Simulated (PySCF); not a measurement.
W(S)2(F)(OH) (FHOS2W), SMILES [S]=[W](=[S])([F])[OH], multiplicity 1.

Geometry: B3LYP-D3(BJ)/def2-SVP. A frequency run showed that this geometry is not a minimum. The multiplicity is an assumed one; other spin states were not compared. The def2 effective core potentials stand for the cores of W; spin–orbit coupling is left out. The values are those of a single conformer.

Two levels are set side by side: TDDFT-PBE/def2-SVPD (PySCF) and TDDFT-B3LYP/def2-SVPD (PySCF). Vertical, same geometry. The lowest singlet is HOMO→LUMO+1 99 % with PBE and HOMO→LUMO+1 98 % with the other functional; states are paired by order. Differences are taken from unrounded values.

```json
[
 {"quantity": "lowest singlet excitation (eV)", "TDDFT-PBE": "2.95"},
 {"quantity": "lowest triplet excitation (TDA) (eV)", "TDDFT-PBE": "2.35"}
]
```

These are the TDDFT-PBE values. What does TDDFT-B3LYP give? (The exact figures need the calculation; the answer reports its results.)


```csv
quantity,TDDFT-B3LYP,TDDFT-PBE minus TDDFT-B3LYP
lowest singlet excitation (eV),2.98,-0.03
lowest triplet excitation (TDA) (eV),2.39,-0.05
```

On these quantities the two levels nearly agree.

Rough cost on one machine, each run with all the roots and properties that it gave: TDDFT-B3LYP against TDDFT-PBE about 3 times.
